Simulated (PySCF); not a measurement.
Species: H8O4Si4.
Numbering: `[O:1]1[SiH2:2][O:3][SiH2:4][O:5][SiH2:6][O:7][SiH2:8]1` (hydrogens: H9, H10 on Si2; H11, H12 on Si4; H13, H14 on Si6; H15, H16 on Si8)

Cartesian coordinates in Å at the PBE0-D3(BJ)/def2-SVP level; atoms count from 1:
```
atom  x, y, z in Å
O1    -0.5880   -1.7440    0.5428
Si2    0.9635   -1.7389    1.0941
O3     1.8022   -0.4754    0.4522
Si4    2.0309    0.9815   -0.2811
O5     0.5873    1.7170   -0.5750
Si6   -1.0457    1.9082   -0.6622
O7    -1.8095    0.4666   -0.4377
Si8   -1.9542   -1.1504   -0.1599
H9     1.6182   -3.0025    0.6690
H10    0.9455   -1.6027    2.5750
H11    2.7253    0.7579   -1.5763
H12    2.8294    1.8489    0.6234
H13   -1.3894    2.4257   -2.0122
H14   -1.4778    2.8460    0.4073
H15   -2.1631   -1.8457   -1.4579
H16   -3.0971   -1.3658    0.7641
```

Theory: PySCF, TDDFT wB97X-D/def2-SVPD, vertical, gas phase, core orbitals frozen in the response.

Ground-to-excited transition dipoles (e·a0, same axes as the geometry; the sign carries no meaning), for the states with f of 0.002 or more among the lowest 9:

```csv
state,E (eV),μx,μy,μz
S1,7.744,-0.078,0.172,0.447
S2,7.844,0.087,0.056,-0.027
S3,7.848,-0.066,0.087,-0.013
S9,8.573,0.148,-0.344,-0.906
```

**Question.** Work out the oscillator strengths.

**Answer.** f = (2/3) ΔE |μ|² with ΔE in hartree (27.2114 eV).

```json
{"state": "S1", "|μ|² (au)": "0.235", "|μ| (D)": "1.23", "f": "0.045"}
{"state": "S2", "|μ|² (au)": "0.011", "|μ| (D)": "0.27", "f": "0.002"}
{"state": "S3", "|μ|² (au)": "0.012", "|μ| (D)": "0.28", "f": "0.002"}
{"state": "S9", "|μ|² (au)": "0.960", "|μ| (D)": "2.49", "f": "0.202"}
```

**Question.** What angle do the transition dipoles of S1 and S9 make?

**Answer.** |cos θ| = |μa·μb| / (|μa| |μb|) = 1.00, so θ ≈ 1° (taken between 0 and 90°, since the signs are arbitrary).

**Question.** How is the summed strength of these states shared among x, y and z?

**Answer.** (2/3) Σ ΔE μα² gives 0.008 for x, 0.033 for y and 0.210 for z, 0.251 in all.

**Question.** What peak molar absorption coefficient would the strongest computed level give as a lone Gaussian band 0.4 eV wide at half height?

**Answer.** ε(max) = 2.175×10⁸ f / FWHM, with the width in cm⁻¹. S9: 2.175×10⁸ × 0.2017 / 3226 ≈ 14000 L mol⁻¹ cm⁻¹.

S2/S3 coincide within about 0.01 eV; within a degenerate level the directions of the single components are arbitrary.

The vertical ionisation energy (ΔSCF) is 10.37 eV, 1.80 eV above S9.

One conformer stands for the species.

Without π bonds the low states may be Rydberg-like; a valence basis with one diffuse set may place them up to an eV too high.
